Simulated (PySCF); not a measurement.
silicon monosulfide (SSi), singlet, at a GFN2-xTB geometry, with bond 1-2 at 1.6 times its length; CAMB3LYP/def2-SV(P) (PySCF).

Input for PySCF:
```python
from pyscf import gto, scf, dft

mol = gto.M(
    atom='''
Si    0.00000000    0.00000000   -2.26653246
S     0.00000000    0.00000000    0.93327807
''',
    basis='def2-sv(p)',
    verbose=4,
)

mf = dft.RKS(mol)
mf.xc = 'camb3lyp'
mf.DIIS = scf.ADIIS
mf.kernel()
```

It wrote (shortened):

```
PySCF version 2.14.0

[INPUT] verbose = 4
[INPUT] num. atoms = 2
[INPUT] num. electrons = 30
[INPUT] charge = 0
[INPUT] spin (= nelec alpha-beta = 2S) = 0
[INPUT] symmetry False subgroup None
[INPUT] Mole.unit = angstrom
[INPUT] Symbol           X                Y                Z      unit          X                Y                Z       unit  Magmom
[INPUT]  1 Si     0.000000000000   0.000000000000  -2.266532460000 AA    0.000000000000   0.000000000000  -4.283125601837 Bohr   0.0
[INPUT]  2 S      0.000000000000   0.000000000000   0.933278070000 AA    0.000000000000   0.000000000000   1.763639950363 Bohr   0.0

nuclear repulsion = 37.0445981519037
number of shells = 16
number of NR pGTOs = 72
number of NR cGTOs = 36
basis = def2-sv(p)
ecp = {}

******** <class 'pyscf.dft.rks.RKS'> ********
method = RKS
initial guess = minao
damping factor = 0
level_shift factor = 0
DIIS = <class 'pyscf.scf.diis.ADIIS'>
diis_start_cycle = 1
diis_space = 8
diis_damp = 0
SCF conv_tol = 1e-09
SCF conv_tol_grad = None
SCF max_cycles = 50
direct_scf = True
direct_scf_tol = 1e-13
XC library pyscf.dft.libxc version 7.1.2
    S. Lehtola, C. Steigemann, M. J. T. Oliveira, and M. A. L. Marques,  SoftwareX 7, 1–5 (2018)
XC functionals = camb3lyp
    T. Yanai, D. P. Tew, and N. C. Handy,  Chem. Phys. Lett. 393, 51 (2004)
radial grids:
    Treutler-Ahlrichs [JCP 102, 346 (1995); DOI:10.1063/1.469408] (M4) radial grids

becke partition: Becke, JCP 88, 2547 (1988); DOI:10.1063/1.454033
pruning grids: <function nwchem_prune>
grids dens level: 3
symmetrized grids: False
atomic radii adjust function: <function treutler_atomic_radii_adjust>
small_rho_cutoff = 0
Set gradient conv threshold to 3.16228e-05
Initial guess from minao.
tot grids = 38064
init E= -686.945922309275
  HOMO = -0.290391836201691  LUMO = -0.101221213312638  gap/eV = 5.14759
cycle= 1 E= -686.7583623412  delta_E= 0.188  |g|= 0.754  |ddm|= 1.23
  HOMO = -0.24238788449272  LUMO = -0.00235022990516831  gap/eV = 6.53176
cycle= 2 E= -682.26770910581  delta_E= 4.49  |g|= 2.18  |ddm|= 4.02
  HOMO = -0.177062016322366  LUMO = -0.128416377740849  gap/eV = 1.32372
cycle= 3 E= -685.811754993122  delta_E= -3.54  |g|= 1.82  |ddm|= 2.44
  HOMO = -0.215621751146466  LUMO = -0.140472603456807  gap/eV = 2.04491
cycle= 4 E= -687.249100709427  delta_E= -1.44  |g|= 0.0868  |ddm|= 1.62
  HOMO = -0.269655742758298  LUMO = -0.118976406508918  gap/eV = 4.10019
cycle= 5 E= -687.220437857256  delta_E= 0.0287  |g|= 0.276  |ddm|= 0.381
  HOMO = -0.258037513401983  LUMO = -0.123039584564138  gap/eV = 3.67348
cycle= 6 E= -687.250248381167  delta_E= -0.0298  |g|= 0.0842  |ddm|= 0.207
  HOMO = -0.24899262740025  LUMO = -0.124210150999294  gap/eV = 3.39550
cycle= 7 E= -687.247389961047  delta_E= 0.00286  |g|= 0.119  |ddm|= 0.19
  HOMO = -0.252815654390468  LUMO = -0.12089533140471  gap/eV = 3.58973
cycle= 8 E= -687.253582342301  delta_E= -0.00619  |g|= 0.0104  |ddm|= 0.128
  HOMO = -0.25439944360936  LUMO = -0.120694872739118  gap/eV = 3.63829
cycle= 9 E= -687.253856423628  delta_E= -0.000274  |g|= 0.022  |ddm|= 0.0619
  HOMO = -0.248893462475082  LUMO = -0.12245814671654  gap/eV = 3.44048
cycle= 10 E= -687.250322906263  delta_E= 0.00353  |g|= 0.098  |ddm|= 0.118
  HOMO = -0.252043268131516  LUMO = -0.121173000642361  gap/eV = 3.56116
cycle= 11 E= -687.253987906571  delta_E= -0.00367  |g|= 0.0273  |ddm|= 0.0708
  HOMO = -0.255689042985768  LUMO = -0.119531511520916  gap/eV = 3.70504
cycle= 12 E= -687.253598358525  delta_E= 0.00039  |g|= 0.045  |ddm|= 0.0783
  HOMO = -0.253292193012449  LUMO = -0.120405857546561  gap/eV = 3.61602
cycle= 13 E= -687.254503886185  delta_E= -0.000906  |g|= 0.00476  |ddm|= 0.0479
  HOMO = -0.253583638514206  LUMO = -0.120102708117405  gap/eV = 3.63220
cycle= 14 E= -687.254603750497  delta_E= -9.99e-05  |g|= 0.00625  |ddm|= 0.0288
  HOMO = -0.252267753591743  LUMO = -0.120496383216886  gap/eV = 3.58568
cycle= 15 E= -687.25451691545  delta_E= 8.68e-05  |g|= 0.0195  |ddm|= 0.0309
  HOMO = -0.253735017332062  LUMO = -0.119831780513968  gap/eV = 3.64369
cycle= 16 E= -687.25467115325  delta_E= -0.000154  |g|= 0.00853  |ddm|= 0.0293
  HOMO = -0.252792995784545  LUMO = -0.120124186723681  gap/eV = 3.61010
cycle= 17 E= -687.254699082642  delta_E= -2.79e-05  |g|= 0.00924  |ddm|= 0.0224
  HOMO = -0.254297925989597  LUMO = -0.119389982754785  gap/eV = 3.67103
cycle= 18 E= -687.254626532215  delta_E= 7.26e-05  |g|= 0.018  |ddm|= 0.0312
  HOMO = -0.253259934517889  LUMO = -0.119792432205768  gap/eV = 3.63184
cycle= 19 E= -687.254770381423  delta_E= -0.000144  |g|= 0.00194  |ddm|= 0.0193
  HOMO = -0.253408034565288  LUMO = -0.119645467102599  gap/eV = 3.63986
cycle= 20 E= -687.254786197003  delta_E= -1.58e-05  |g|= 0.00295  |ddm|= 0.012
  HOMO = -0.252694421913819  LUMO = -0.119891475061961  gap/eV = 3.61375
cycle= 21 E= -687.254757213346  delta_E= 2.9e-05  |g|= 0.00987  |ddm|= 0.0147
  HOMO = -0.253303675344687  LUMO = -0.119610760371794  gap/eV = 3.63797
cycle= 22 E= -687.25480158566  delta_E= -4.44e-05  |g|= 0.0015  |ddm|= 0.0115
  HOMO = -0.253099009694793  LUMO = -0.11964807441448  gap/eV = 3.63138
cycle= 23 E= -687.254805801628  delta_E= -4.22e-06  |g|= 0.00277  |ddm|= 0.00759
  HOMO = -0.253979311122257  LUMO = -0.119209721456188  gap/eV = 3.66727
cycle= 24 E= -687.254749547093  delta_E= 5.63e-05  |g|= 0.0124  |ddm|= 0.0178
  HOMO = -0.253450219835278  LUMO = -0.119441751774285  gap/eV = 3.64656
cycle= 25 E= -687.254809493819  delta_E= -5.99e-05  |g|= 0.00361  |ddm|= 0.00938
  HOMO = -0.252883197682189  LUMO = -0.119672864885549  gap/eV = 3.62484
cycle= 26 E= -687.254799870873  delta_E= 9.62e-06  |g|= 0.00612  |ddm|= 0.0102
  HOMO = -0.253233671275565  LUMO = -0.119496797539012  gap/eV = 3.63917
cycle= 27 E= -687.254817931524  delta_E= -1.81e-05  |g|= 0.000632  |ddm|= 0.00725
  HOMO = -0.253290000938956  LUMO = -0.119443789721249  gap/eV = 3.64214
cycle= 28 E= -687.254819528352  delta_E= -1.6e-06  |g|= 0.00106  |ddm|= 0.00398
  HOMO = -0.253016560536992  LUMO = -0.119543548348102  gap/eV = 3.63199
cycle= 29 E= -687.254815179961  delta_E= 4.35e-06  |g|= 0.00365  |ddm|= 0.0053
  HOMO = -0.25322391028587  LUMO = -0.119447327083815  gap/eV = 3.64025
cycle= 30 E= -687.254821212784  delta_E= -6.03e-06  |g|= 0.000424  |ddm|= 0.00382
  HOMO = -0.253287053394141  LUMO = -0.119401018733773  gap/eV = 3.64322
cycle= 31 E= -687.254821656789  delta_E= -4.44e-07  |g|= 0.00101  |ddm|= 0.00279
  HOMO = -0.25303366367954  LUMO = -0.119500758445631  gap/eV = 3.63362
cycle= 32 E= -687.254817825288  delta_E= 3.83e-06  |g|= 0.00326  |ddm|= 0.00459
  HOMO = -0.253190852613084  LUMO = -0.119427472341002  gap/eV = 3.63989
cycle= 33 E= -687.254822400173  delta_E= -4.57e-06  |g|= 0.000662  |ddm|= 0.00289
  HOMO = -0.25340261251481  LUMO = -0.119320596422611  gap/eV = 3.64856
cycle= 34 E= -687.254819289261  delta_E= 3.11e-06  |g|= 0.00294  |ddm|= 0.0043
  HOMO = -0.253272207012927  LUMO = -0.119378003634439  gap/eV = 3.64345
cycle= 35 E= -687.254822705183  delta_E= -3.42e-06  |g|= 0.000799  |ddm|= 0.00229
  HOMO = -0.253103603540379  LUMO = -0.119446711980276  gap/eV = 3.63699
cycle= 36 E= -687.254821283275  delta_E= 1.42e-06  |g|= 0.00203  |ddm|= 0.00299
  HOMO = -0.253204405361511  LUMO = -0.119397929238618  gap/eV = 3.64106
cycle= 37 E= -687.254823110144  delta_E= -1.83e-06  |g|= 0.00037  |ddm|= 0.00193
  HOMO = -0.253321397677266  LUMO = -0.119337976860898  gap/eV = 3.64587
cycle= 38 E= -687.254822189426  delta_E= 9.21e-07  |g|= 0.00163  |ddm|= 0.00243
  HOMO = -0.253245672321913  LUMO = -0.119371236623051  gap/eV = 3.64291
cycle= 39 E= -687.254823253535  delta_E= -1.06e-06  |g|= 0.00039  |ddm|= 0.00133
  HOMO = -0.253131983025403  LUMO = -0.119416685712508  gap/eV = 3.63858
cycle= 40 E= -687.254822379218  delta_E= 8.74e-07  |g|= 0.00151  |ddm|= 0.00203
  HOMO = -0.253198910708768  LUMO = -0.11938590686523  gap/eV = 3.64124
cycle= 41 E= -687.254823318181  delta_E= -9.39e-07  |g|= 0.000406  |ddm|= 0.00121
  HOMO = -0.253273328086452  LUMO = -0.119349333392398  gap/eV = 3.64426
cycle= 42 E= -687.254823128172  delta_E= 1.9e-07  |g|= 0.00085  |ddm|= 0.00144
  HOMO = -0.253226110840035  LUMO = -0.119368279804985  gap/eV = 3.64246
cycle= 43 E= -687.254823447383  delta_E= -3.19e-07  |g|= 0.000105  |ddm|= 0.000842
  HOMO = -0.253207692263836  LUMO = -0.119373002492647  gap/eV = 3.64183
cycle= 44 E= -687.254823454062  delta_E= -6.68e-09  |g|= 0.000238  |ddm|= 0.000524
  HOMO = -0.253259401524874  LUMO = -0.119347720571373  gap/eV = 3.64392
cycle= 45 E= -687.25482332647  delta_E= 1.28e-07  |g|= 0.000634  |ddm|= 0.000995
  HOMO = -0.253226139787716  LUMO = -0.119361350546025  gap/eV = 3.64265
cycle= 46 E= -687.254823499306  delta_E= -1.73e-07  |g|= 9.82e-05  |ddm|= 0.000587
  HOMO = -0.253201374305147  LUMO = -0.119370217825198  gap/eV = 3.64173
cycle= 47 E= -687.254823467543  delta_E= 3.18e-08  |g|= 0.000324  |ddm|= 0.000489
  HOMO = -0.253221487601173  LUMO = -0.119360796521219  gap/eV = 3.64253
cycle= 48 E= -687.254823515906  delta_E= -4.84e-08  |g|= 4.21e-05  |ddm|= 0.000368
  HOMO = -0.253219508874281  LUMO = -0.119359880744839  gap/eV = 3.64251
cycle= 49 E= -687.254823523431  delta_E= -7.52e-09  |g|= 3.67e-05  |ddm|= 0.000233
  HOMO = -0.253226884495863  LUMO = -0.119355090959105  gap/eV = 3.64284
cycle= 50 E= -687.254823524097  delta_E= -6.66e-10  |g|= 0.000112  |ddm|= 0.00025
SCF not converged.
SCF energy = -687.254823524097
```

The run did not converge; its last values are not results.
